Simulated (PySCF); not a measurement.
Molecule: SMILES COc1cn[nH]c1OC, C$_{5}$H$_{8}$N$_{2}$O$_{2}$.

Bonds (- single, = double, # triple, : aromatic): C1-O2, O2-C3, C3:C4, C4:N5, N5:N6, N6:C7, C7-O8, O8-C9, C7:C3. C1 carries H10, H11, H12; C4 carries H13; N6 carries H14; C9 carries H15, H16, H17.

Frames of a GFN2-xTB Langevin trajectory at 600 K; GIAO PBE0/pcSseg-1 shieldings in PySCF 2.14.0 with density-fitted response routines, gas phase, non-relativistic; equivalent atoms averaged within each frame.

Referencing at the same level of theory: ¹³C (186.93 ppm), ¹H (31.72 ppm) against TMS; ¹⁷O (336.08 ppm) vs H2O; NH3 for ¹⁵N (267.73 ppm). The references are static minima.

Question: How do the shifts (ppm) fluctuate along the trajectory?

Answer: 
```csv
time (fs),C7,C3,C4,C9,C1,O8,O2,N5,N6,H14
250,155.8,137.3,133.6,77.6,53.2,109.6,44.2,301.5,207.5,8.87
425,149.3,138.6,131.5,55.1,59.8,50.3,45.5,321.3,198.0,8.00
625,153.6,133.3,132.4,62.2,58.1,78.8,23.1,340.6,211.1,8.24
800,167.1,126.1,122.1,59.5,64.3,107.8,40.1,304.8,221.0,8.89
1000,151.5,149.4,147.0,58.7,64.4,79.8,35.2,322.5,191.9,8.84
mean of frames,155.5,136.9,133.3,62.6,60.0,85.2,37.6,318.2,205.9,8.57
standard deviation,6.9,8.5,8.9,8.7,4.7,24.4,9.0,15.7,11.4,0.42
```

5 frames give an uncertainty of the mean of about the standard deviation over 2.2 at best, since frames this close in time may not be independent; classical motion lacks zero-point vibration, and the reference would need the same averaging.
